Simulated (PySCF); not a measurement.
## How methods differ on the ionisation energy of Kr(23+)

Kr(23+) [Ne] 3s2 3p1 (2P) → Kr(24+) [Ne] 3s2 (1S), as a difference of total energies. Computed with PySCF 2.14 in an uncontracted even-tempered set (18 s from 2.2 bohr⁻², ratio 2.5; 12 p from 2.9 bohr⁻², ratio 2.5; 5 d from 13 bohr⁻², ratio 2.7; 4 f from 20 bohr⁻², ratio 2.7), with the spin-free X2C one-electron Hamiltonian (Gaussian nucleus). Correlated levels: outer shells: 1s2 frozen; virtual orbitals above 40 to 60 times the deepest correlated orbital energy dropped. The calculations carry no spin-orbit coupling.

| method | ionisation energy (eV) |
| --- | --- |
| UHF | 1041.8 |
| MP2 (outer shells) | 1042.3 |
| SCS-MP2 (outer shells) | 1042.2 |
| CCSD (outer shells) | 1042.3 |
| CCSD(T) (outer shells) | 1042.3 |

A first-order spin-orbit estimate (lowest level to lowest level, LS coupling) adds 7.793 eV.

Breit and QED terms and the two-electron picture change are absent.

For comparison: 1042 ± 5 eV (semi-empirical (NIST evaluation); NIST Atomic Spectra Database, ionization energies).
